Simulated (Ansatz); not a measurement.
AsMe2(NMe2) (C₄H₁₂AsN) was relaxed with r2SCAN-D4 (def2-SVP) in Ansatz in these states: charge +1 doublet, neutral singlet. The geometries follow in no particular order.

A:

```tsv
atom	x (Å)	y (Å)	z (Å)
As1	-0.5736	1.0676	-0.1427
C2	-1.4440	0.2904	-1.7024
H3	-0.8925	0.5277	-2.6217
H4	-2.4343	0.7667	-1.7646
H5	-1.5630	-0.7959	-1.5803
C6	-1.7501	0.5299	1.3134
H7	-1.8584	-0.5639	1.3426
H8	-2.7257	0.9928	1.1004
H9	-1.3906	0.9183	2.2755
N10	0.8676	-0.0862	0.0948
C11	1.4492	-0.2924	1.4059
C12	1.6986	-0.4792	-1.0254
H13	1.6493	-1.3699	1.5401
H14	0.7752	0.0456	2.2017
H15	2.4140	0.2386	1.4918
H16	1.2075	-0.2695	-1.9828
H17	2.6717	0.0423	-0.9901
H18	1.8991	-1.5628	-0.9560
```

B:

Cartesian coordinates in Å:
```
As -0.4731 -1.1078 0.0894
C -1.1148 -0.4859 1.8427
H -0.4329 -0.7983 2.6465
H -2.0994 -0.9385 2.0363
H -1.2037 0.6112 1.8333
C -1.9683 -0.3399 -0.9336
H -2.0067 0.7482 -0.7700
H -2.9043 -0.8023 -0.5841
H -1.8635 -0.5530 -2.0071
N 0.7177 0.3546 -0.1982
C 1.1455 0.4627 -1.5811
C 1.8634 0.3187 0.6928
H 1.7261 1.3940 -1.7109
H 0.2766 0.5247 -2.2546
H 1.7916 -0.3769 -1.9282
H 1.5385 0.2655 1.7437
H 2.5630 -0.5286 0.5054
H 2.4445 1.2516 0.5776
```

Task: Judge from the bond lengths which geometry belongs to which state (an estimate).

Result: A is the charge +1 doublet (As1–N10 1.861 Å, As1–C2 1.948 Å, As1–C6 1.948 Å); B is the neutral singlet (As1–N10 1.908 Å, As1–C2 1.968 Å, As1–C6 1.968 Å).
